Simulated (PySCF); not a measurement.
Metal series MCl3, each in one or more spin states. Isolated molecules, 0 K electronic values unless said otherwise. Multiplicities are imposed; where one is given, others were not computed.

The highest occupied spin orbital from two functionals at the same geometries (BP86-D3(BJ)/def2-SVP), both in PySCF: PBE-D3(BJ)/def2-TZVP and BP86-D3(BJ)/def2-TZVP. 

| species | PBE-D3(BJ)/def2-TZVP (eV) |
|---|---|
| M = Ti, multiplicity 2 ([Ti(Cl)3]) | -5.51 |
| M = Fe, multiplicity 4 ([Fe(Cl)3] (excited quartet)) | -6.31 |
| M = Fe, multiplicity 6 | -7.31 |
| M = Zr, multiplicity 2 ([Zr(Cl)3]) | -5.04 |
| M = Pd, multiplicity 2 ([Pd(Cl)3]) | -7.17 |
| M = Hf, multiplicity 2 ([Hf(Cl)3]) | -5.07 |
| M = Pt, multiplicity 2 | -6.85 |

Question: What does BP86-D3(BJ)/def2-TZVP give for each?

Answer: 
- M = Ti, multiplicity 2 ([Ti(Cl)3]): -5.64
- M = Fe, multiplicity 4 ([Fe(Cl)3] (excited quartet)): -6.47
- M = Fe, multiplicity 6: -7.39
- M = Zr, multiplicity 2 ([Zr(Cl)3]): -5.16
- M = Pd, multiplicity 2 ([Pd(Cl)3]): -7.30
- M = Hf, multiplicity 2 ([Hf(Cl)3]): -5.19
- M = Pt, multiplicity 2: -6.98
Over these rows, drawn at random from the members with no instability flagged (it was tested for open shells, ions and some series alone), PBE minus BP86-D3(BJ): mean +0.13 eV, from +0.09 eV to +0.16 eV.
